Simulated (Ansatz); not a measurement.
Start from `NB(S)Br` and change one atom or group to get `NB(Cl)Br`.

Ansatz, PBE0-D4/def2-TZVP geometries, multiplicity 1. Each molecule was computed in one conformer, which needn't be the lowest.

Scalar relativity is left out up to krypton.

```json
{"property": "HOMO energy (ωB97M-V/def2-TZVPP) / eV", "`NB(S)Br`": "-9.73"}
{"property": "LUMO energy (ωB97M-V/def2-TZVPP) / eV", "`NB(S)Br`": "1.83"}
{"property": "size of the dipole moment (B3LYP/def2-TZVPP) / D", "`NB(S)Br`": "1.86"}
{"property": "size of the dipole moment (PBE/def2-TZVPP) / D", "`NB(S)Br`": "1.86"}
{"property": "HOMO energy (PBE0/def2-TZVPP) / eV", "`NB(S)Br`": "-7.54"}
{"property": "HOMO energy (PBE/def2-TZVPP) / eV", "`NB(S)Br`": "-6.29"}
```

Problem. Give the same properties after the change, and the shifts. (Best estimate.)

Solution. The calculation gave: 
| property | `NB(Cl)Br` | shift |
| --- | --- | --- |
| HOMO energy (ωB97M-V/def2-TZVPP) / eV | -10.53 | -0.80 |
| LUMO energy (ωB97M-V/def2-TZVPP) / eV | 2.04 | 0.21 |
| size of the dipole moment (B3LYP/def2-TZVPP) / D | 2.80 | 0.94 |
| size of the dipole moment (PBE/def2-TZVPP) / D | 2.79 | 0.93 |
| HOMO energy (PBE0/def2-TZVPP) / eV | -8.30 | -0.76 |
| HOMO energy (PBE/def2-TZVPP) / eV | -6.97 | -0.68 |

With PBE0 the HOMO falls by 0.76 eV and the LUMO falls by 0.17 eV, so the gap widens by about 0.59 eV. PBE moves the HOMO by -0.68 eV and ωB97M-V by -0.80 eV. Dipoles are sizes alone; their direction can turn.

B3LYP here is the variant with VWN-RPA as its local correlation; programs differ in this.

Spin–orbit coupling is left out; it splits and shifts lone-pair levels of the heavy atoms by tenths of an eV.
